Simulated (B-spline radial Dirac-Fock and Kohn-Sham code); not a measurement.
Relativistic shifts of the levels of Tm³⁺

System: the Tm³⁺ ion, 1s2 2s2 2p6 3s2 3p6 3d10 4s2 4p6 4d10 4f12 5s2 5p6.

Both columns are ΔSCF binding energies of the configuration average from an atomic code on a B-spline grid: non-relativistic Hartree-Fock with a point nucleus, and Dirac-Fock with a finite nucleus and the Coulomb interaction alone, averaged over the two j levels with weights 2j+1.

```csv
shell,Hartree-Fock (eV),Dirac-Fock (eV),shift (eV),shift (%)
1s,55543.7,59699.6,+4155.94,+7.48
2s,9104.4,10192.1,+1087.76,+11.95
2p,8677.8,9033.2,+355.48,+4.10
3s,2092.9,2356.7,+263.81,+12.60
3p,1898.6,1995.8,+97.21,+5.12
3d,1540.4,1526.1,-14.23,-0.92
4s,450.4,513.8,+63.38,+14.07
4p,370.7,392.6,+21.97,+5.93
4d,227.0,223.7,-3.31,-1.46
4f,47.34,41.39,-5.96,-12.58
5s,84.82,94.25,+9.43,+11.12
5p,60.18,62.28,+2.10,+3.50
```

Relativity binds 1s, 2s, 2p, 3s, 3p, 4s, 4p, 5s, 5p more strongly, among those listed most of all 4s in relative terms, and 3d, 4d, 4f more weakly, because the contracted s and p shells screen the nucleus better.

Values without a named source are computed, but for edge energies of neutral atoms, which are taken from tables.
